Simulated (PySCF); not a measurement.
C₃H₂N (SMILES C=[C-]C#N), charge -1, singlet, geometry from GFN2-xTB (in this run its highest filled SCF level lies above zero, so its values depend strongly on the basis, on diffuse functions most of all), with bond 6-3 at 1.3 times its length; TPSS/6-31G in PySCF.

Here is a job for PySCF.
```python
from pyscf import gto, scf, dft

mol = gto.Mole()
mol.atom = '''
    C    -0.120595   -1.695859    0.008662
    C     0.478959   -0.514868    0.006682
    C    -0.036520    0.737111   -0.004464
    H    -1.215760   -1.893473    0.001174
    H     0.461673   -2.623511    0.018494
    N    -0.207627    2.259765   -0.014437
'''
mol.basis = '6-31g'
mol.charge = -1
mol.spin = 0
mol.verbose = 4
mol.build()

mf = dft.RKS(mol)
mf.xc = 'tpss'
mf.damp = 0.5
mf.diis_start_cycle = 5
mf.kernel()
mf.analyze()
```

The log (banner, timings and long lists left out):

```
PySCF version 2.14.0

[INPUT] verbose = 4
[INPUT] num. atoms = 6
[INPUT] num. electrons = 28
[INPUT] charge = -1
[INPUT] spin (= nelec alpha-beta = 2S) = 0
[INPUT] symmetry False subgroup None
[INPUT] Mole.unit = angstrom
[INPUT] Symbol           X                Y                Z      unit          X                Y                Z       unit  Magmom
[INPUT]  1 C     -0.120595000000  -1.695859000000   0.008662000000 AA   -0.227891521992  -3.204709055879   0.016368807691 Bohr   0.0
[INPUT]  2 C      0.478959000000  -0.514868000000   0.006682000000 AA    0.905101334896  -0.972959510303   0.012627149964 Bohr   0.0
[INPUT]  3 C     -0.036520000000   0.737111000000  -0.004464000000 AA   -0.069012798069   1.392937913404  -0.008435737420 Bohr   0.0
[INPUT]  4 H     -1.215760000000  -1.893473000000   0.001174000000 AA   -2.297453433201  -3.578145394259   0.002218538470 Bohr   0.0
[INPUT]  5 H      0.461673000000  -2.623511000000   0.018494000000 AA    0.872435529106  -4.957717274784   0.034948594948 Bohr   0.0
[INPUT]  6 N     -0.207627000000   2.259765000000  -0.014437000000 AA   -0.392358166065   4.270336955878  -0.027281976060 Bohr   0.0

nuclear repulsion = 76.8304560835111
number of shells = 24
number of NR pGTOs = 96
number of NR cGTOs = 40
basis = 6-31g
ecp = {}

******** <class 'pyscf.dft.rks.RKS'> ********
method = RKS
initial guess = minao
damping factor = 0.5
level_shift factor = 0
DIIS = <class 'pyscf.scf.diis.CDIIS'>
diis_start_cycle = 5
diis_space = 8
diis_damp = 0
SCF conv_tol = 1e-09
SCF conv_tol_grad = None
SCF max_cycles = 50
direct_scf = True
direct_scf_tol = 1e-13
XC library pyscf.dft.libxc version 7.1.2
    S. Lehtola, C. Steigemann, M. J. T. Oliveira, and M. A. L. Marques,  SoftwareX 7, 1–5 (2018)
XC functionals = tpss
    J. Tao, J. P. Perdew, V. N. Staroverov, and G. E. Scuseria,  Phys. Rev. Lett. 91, 146401 (2003)
    J. P. Perdew, J. Tao, V. N. Staroverov, and G. E. Scuseria,  J. Chem. Phys. 120, 6898 (2004)
    J. Tao, J. P. Perdew, V. N. Staroverov, and G. E. Scuseria,  Phys. Rev. Lett. 91, 146401 (2003)
    J. P. Perdew, J. Tao, V. N. Staroverov, and G. E. Scuseria,  J. Chem. Phys. 120, 6898 (2004)
radial grids:
    Treutler-Ahlrichs [JCP 102, 346 (1995); DOI:10.1063/1.469408] (M4) radial grids

becke partition: Becke, JCP 88, 2547 (1988); DOI:10.1063/1.454033
pruning grids: <function nwchem_prune>
grids dens level: 3
symmetrized grids: False
atomic radii adjust function: <function treutler_atomic_radii_adjust>
small_rho_cutoff = 0
Set gradient conv threshold to 3.16228e-05
Initial guess from minao.
tot grids = 75872
init E= -170.177437651441
  HOMO = -0.224179732673784  LUMO = -0.149555230749776  gap/eV = 2.03064
cycle= 1 E= -170.037252905212  delta_E= 0.14  |g|= 0.468  |ddm|= 2.67
  HOMO = -0.034583491327199  LUMO = 0.0200627081321594  gap/eV = 1.48700
cycle= 2 E= -170.000989173315  delta_E= 0.0363  |g|= 0.634  |ddm|= 0.884
  HOMO = -0.00920421384803216  LUMO = 0.0769223882962258  gap/eV = 2.34362
cycle= 3 E= -169.623270817868  delta_E= 0.378  |g|= 1.26  |ddm|= 1.47
  HOMO = 0.0565912469327534  LUMO = 0.144702286542947  gap/eV = 2.39762
cycle= 4 E= -168.019260465205  delta_E=  1.6  |g|= 2.15  |ddm|= 3.56
  HOMO = 0.21906798894271  LUMO = 0.224634417823191  gap/eV = 0.15147
cycle= 5 E= -152.521053840056  delta_E= 15.5  |g|= 5.55  |ddm|= 19.1
  HOMO = -0.681872689064832  LUMO = -0.609510194955178  gap/eV = 1.96908
cycle= 6 E= -141.554988246088  delta_E=   11  |g|= 5.61  |ddm|= 20.8
  HOMO = 0.189766812583811  LUMO = 0.256711770402817  gap/eV = 1.82167
cycle= 7 E= -158.28739090129  delta_E= -16.7  |g|= 4.86  |ddm|= 15.3
  HOMO = 0.191935637641514  LUMO = 0.245595445937075  gap/eV = 1.46016
cycle= 8 E= -169.48824196776  delta_E= -11.2  |g|= 1.26  |ddm|=  8.5
  HOMO = -0.0401543768898767  LUMO = 0.0621401887206843  gap/eV = 2.78358
cycle= 9 E= -167.63465182152  delta_E= 1.85  |g|= 2.66  |ddm|= 4.75
  HOMO = -0.0316037854222626  LUMO = 0.0831217603914369  gap/eV = 3.12184
cycle= 10 E= -168.3459887915  delta_E= -0.711  |g|= 2.22  |ddm|= 0.683
  HOMO = -0.0331073974987022  LUMO = 0.0759018933105333  gap/eV = 2.96629
cycle= 11 E= -168.734431275777  delta_E= -0.388  |g|= 1.99  |ddm|= 0.374
  HOMO = -0.0220016317526577  LUMO = 0.0612615550902349  gap/eV = 2.26571
cycle= 12 E= -169.342187524037  delta_E= -0.608  |g|= 1.51  |ddm|= 0.632
  HOMO = 0.0135894624571209  LUMO = 0.101944464390243  gap/eV = 2.40426
cycle= 13 E= -169.832749544304  delta_E= -0.491  |g|= 0.879  |ddm|= 0.814
  HOMO = 0.0286554515594468  LUMO = 0.0859817021590945  gap/eV = 1.55993
cycle= 14 E= -169.917896729501  delta_E= -0.0851  |g|= 0.787  |ddm|= 0.593
  HOMO = 0.0508869245527677  LUMO = 0.109144743343261  gap/eV = 1.58528
cycle= 15 E= -169.83424633954  delta_E= 0.0837  |g|= 0.989  |ddm|= 1.47
  HOMO = 0.0548348073844376  LUMO = 0.116390315826927  gap/eV = 1.67501
cycle= 16 E= -170.100493900191  delta_E= -0.266  |g|= 0.115  |ddm|= 0.886
  HOMO = 0.0629504842141133  LUMO = 0.121823361831397  gap/eV = 1.60201
cycle= 17 E= -170.103465517969  delta_E= -0.00297  |g|= 0.0457  |ddm|= 0.159
  HOMO = 0.0597864486217277  LUMO = 0.119586618044577  gap/eV = 1.62725
cycle= 18 E= -170.104109399052  delta_E= -0.000644  |g|= 0.00865  |ddm|= 0.0596
  HOMO = 0.0601641335282839  LUMO = 0.119794452059223  gap/eV = 1.62262
cycle= 19 E= -170.104130695338  delta_E= -2.13e-05  |g|= 0.00145  |ddm|= 0.00711
  HOMO = 0.0601762933809393  LUMO = 0.119807261367199  gap/eV = 1.62264
cycle= 20 E= -170.104131310245  delta_E= -6.15e-07  |g|= 0.000235  |ddm|= 0.00134
  HOMO = 0.0601863371817881  LUMO = 0.119813317925448  gap/eV = 1.62253
cycle= 21 E= -170.104131325238  delta_E= -1.5e-08  |g|= 1.13e-05  |ddm|= 0.000204
  HOMO = 0.0601863396662849  LUMO = 0.119813403486893  gap/eV = 1.62254
cycle= 22 E= -170.10413132527  delta_E= -3.23e-11  |g|= 4.42e-06  |ddm|= 1.58e-05
  HOMO = 0.0601869565747819  LUMO = 0.119813631092056  gap/eV = 1.62252
Extra cycle  E= -170.104131324989  delta_E= 2.81e-10  |g|= 3.26e-05  |ddm|= 2.96e-05
converged SCF energy = -170.104131324989
**** SCF Summaries ****
Total Energy =                        -170.104131324988970
Nuclear Repulsion Energy =              76.830456083511081
One-electron Energy =                 -386.922875150776804
Two-electron Energy =                  139.988287742276754
Two-electron Coulomb Energy =          163.905842248008526
DFT Exchange-Correlation Energy =      -23.917554505731772
HOMO-LUMO gap [eV] =                     1.622524457378434
**** MO energy ****
MO #1   energy= -13.9066341531888  occ= 2
MO #2   energy= -9.83063049746065  occ= 2
MO #3   energy= -9.81227379294515  occ= 2
MO #4   energy= -9.78363667281056  occ= 2
MO #5   energy= -0.527254527467063 occ= 2
MO #6   energy= -0.46813853181572  occ= 2
MO #7   energy= -0.376213747032402 occ= 2
MO #8   energy= -0.236056196183568 occ= 2
MO #9   energy= -0.192808453495041 occ= 2
MO #10  energy= -0.0881403685606015 occ= 2
MO #11  energy= -0.0815819345533817 occ= 2
MO #12  energy= -0.0308024829178453 occ= 2
MO #13  energy= 0.0102766283720732 occ= 2
MO #14  energy= 0.0601869565747819 occ= 2
MO #15  energy= 0.119813631092056  occ= 0
MO #16  energy= 0.194336709104234  occ= 0
MO #17  energy= 0.284964846076949  occ= 0
MO #18  energy= 0.288399956017743  occ= 0
MO #19  energy= 0.319309802483587  occ= 0
MO #20  energy= 0.347711859078457  occ= 0
MO #21  energy= 0.501583980891839  occ= 0
MO #22  energy= 0.632515773306054  occ= 0
 ** Mulliken pop on meta-lowdin orthogonal AOs  **
 ** Mulliken pop  **
pop of  0 C 1s            1.99992
pop of  0 C 2s            1.01138
pop of  0 C 3s            0.00489
pop of  0 C 2px           1.06045
pop of  0 C 2py           1.07391
pop of  0 C 2pz           1.11959
pop of  0 C 3px           0.00721
pop of  0 C 3py           0.00768
pop of  0 C 3pz           0.00430
pop of  1 C 1s            1.99991
pop of  1 C 2s            1.09555
pop of  1 C 3s            0.01049
pop of  1 C 2px           1.27488
pop of  1 C 2py           0.99430
pop of  1 C 2pz           0.87187
pop of  1 C 3px           0.00757
pop of  1 C 3py           0.01408
pop of  1 C 3pz           0.00034
pop of  2 C 1s            1.99993
pop of  2 C 2s            1.13570
pop of  2 C 3s            0.00576
pop of  2 C 2px           0.95944
pop of  2 C 2py           0.97748
pop of  2 C 2pz           0.96522
pop of  2 C 3px           0.00486
pop of  2 C 3py           0.00996
pop of  2 C 3pz           0.00255
pop of  3 H 1s            0.94486
pop of  3 H 2s            0.00870
pop of  4 H 1s            0.93553
pop of  4 H 2s            0.00696
pop of  5 N 1s            1.99994
pop of  5 N 2s            1.82896
pop of  5 N 3s            0.00941
pop of  5 N 2px           1.50750
pop of  5 N 2py           1.09091
pop of  5 N 2pz           1.03114
pop of  5 N 3px           0.01074
pop of  5 N 3py           0.00111
pop of  5 N 3pz           0.00505
 ** Mulliken atomic charges  **
charge of    0C =     -0.28932
charge of    1C =     -0.26899
charge of    2C =     -0.06089
charge of    3H =      0.04645
charge of    4H =      0.05751
charge of    5N =     -0.48475

WARN: System has nonzero charge -1; the dipole moment is origin-dependent.
Location of origin: [0. 0. 0.]

Dipole moment(X, Y, Z, Debye): -0.50393, -4.18908,  0.01978
```
